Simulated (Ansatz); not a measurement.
C₂H₁₀Si₂⁺, that is SiHMe2(SiH3) with one electron fewer. Charge 1, multiplicity 2. Geometry PBE-D4/def2-SVP, that of the neutral singlet; atoms count from 1.

```xyz
14

Si   -0.175    0.215    0.502
H    -0.936    0.447    1.786
C     1.640   -0.151    0.912
H     1.731   -1.040    1.569
H     2.104    0.710    1.434
H     2.221   -0.347   -0.012
C    -0.325    1.757   -0.592
H    -1.386    1.991   -0.810
H     0.200    1.610   -1.558
H     0.124    2.639   -0.089
Si   -1.139   -1.638   -0.590
H    -1.140   -2.862    0.290
H    -0.357   -1.972   -1.838
H    -2.562   -1.358   -1.003
```

**Question.** Estimate the Mulliken populations from the PBE0/def2-TZVP orbitals of Ansatz.

**Answer.** 
```
atom  charge (e)  spin (α − β)
 Si1        0.23          0.28
  H2        0.09          0.04
  C3       -0.46          0.06
  H4        0.19          0.00
  H5        0.21          0.03
  H6        0.19          0.00
  C7       -0.46          0.06
  H8        0.19          0.00
  H9        0.19          0.00
 H10        0.21          0.03
Si11        0.12          0.39
 H12        0.10          0.04
 H13        0.10          0.03
 H14        0.10          0.04
```
Mulliken values depend strongly on the basis.

**Question.** Where does the spin sit?

**Answer.** Summed by element: Si 0.67, H 0.20, C 0.13, of 1 unpaired in all. Largest on single atoms: Si11 0.39, Si1 0.28, C3 0.06.

**Question.** And the Mayer bond orders between heavy atoms (over 0.3)?

**Answer.** Si1–C3 1.04 (1.90 Å); Si1–C7 1.04 (1.90 Å); Si1–Si11 0.61 (2.36 Å).
